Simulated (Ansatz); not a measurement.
`C[S][AlH][Cl]` + `CNC` → `C[N](C)[AlH][Cl]` + CH₃SH at 400 K and 1 bar (ligand exchange at the Al–S bond).

Calculated with Ansatz (gas phase, PBE0-D4/def2-TZVP geometries, no zero-point term in ΔE). CCSD(T)/CBS adds triple-zeta CCSD(T) − MP2 to the extrapolated MP2 energy (def2 sets, frozen cores). This one scheme is used for every species. One conformer a species, not always the lowest.

```tsv
species	CCSD(T)/CBS energy (Eh)	H − E (kJ/mol)	S (J/(mol·K))
`C[S][AlH][Cl]`	-1140.13367	155.5	375.0
`CNC`	-135.00321	264.6	293.2
`C[N](C)[AlH][Cl]`	-836.90351	273.6	390.2
CH₃SH	-438.22835	138.7	269.4
```

H − E and S are ideal-gas, rigid-rotor, harmonic terms from PBE0-D4/def2-TZVP, for one conformer and one mirror image of each species. 1 Eh = 2625.50 kJ/mol, R = 8.31446 J/(mol·K).

Question: By hand: ΔE, ΔH, ΔS and ΔG.

Answer: ΔE = (-836.90351) + (-438.22835) − (-1140.13367) − (-135.00321) = 0.00502 Eh = 13.2 kJ/mol. Δ(H − E) = 273.6 + 138.7 − 155.5 − 264.6 = -7.8, so ΔH = 5.4 kJ/mol. ΔS = 390.2 + 269.4 − 375.0 − 293.2 = -8.6 J/(mol·K). ΔG = 5.4 − 400 × (-8.6)/1000 = 8.8 kJ/mol.

Question: By hand: the equilibrium constant, and the temperature at which ΔG would vanish if ΔH and ΔS stayed fixed.

Answer: log₁₀ K = −ΔG/(RT ln 10) = -1.1. ΔH and −TΔS have one sign here, so there is no such temperature. One of them is within its doubt of zero, so this could turn.

TΔS isn't small against ΔH here. A doubt of 5 kJ/mol in ΔE shifts log₁₀ K by 0.7 here. Other conformers and mirror images would add mixing entropy, several J/(mol·K) or more a flexible species. These are equilibria of isolated gas molecules and say nothing of rates. Largest T1 diagnostic: 0.011 (customary marks: 0.02 for closed shells, 0.045 for open ones).
